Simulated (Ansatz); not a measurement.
The cluster Ru₃H₆. Charge 0, multiplicity 1. Geometry PBE0-D4/def2-SVP; atoms count from 1.

Cartesian coordinates in Å:
```
Ru -0.285 0.295 0.947
Ru -0.078 -1.287 -1.025
Ru 0.041 0.984 -1.245
H -1.362 1.688 -0.991
H -0.231 -1.372 0.724
H -1.699 -0.286 1.304
H 1.478 -1.324 -1.065
H 1.162 1.614 -0.285
H 0.975 -0.312 1.635
```

In the def2 sets Ru takes a core potential; there is no spin–orbit coupling. The restricted singlet is unstable towards broken spin symmetry in Hartree–Fock (as tested in another run); at PBE0-D4/def2-TZVP this wasn't settled. No other spin state of charge 0 was run. Another isomer (quintet) lies 0.41 eV lower at PBE0-D4/def2-TZVP; other spin states weren't run for this one.

Question: Estimate the Mulliken populations from the PBE0/def2-TZVP orbitals of Ansatz.

Answer: 
```tsv
atom	charge (e)	d electrons
Ru1	-0.02	7.01
Ru2	0.00	7.22
Ru3	-0.06	7.02
H4	-0.02	–
H5	0.06	–
H6	0.01	–
H7	0.01	–
H8	-0.01	–
H9	0.04	–
```
Mulliken values and Mayer orders depend strongly on the basis.

Question: And the Mayer bond orders between bonded heavy atoms (over 0.3)?

Answer: Ru1–Ru2 0.79 (2.54 Å); Ru1–Ru3 1.33 (2.32 Å); Ru2–Ru3 1.62 (2.28 Å).
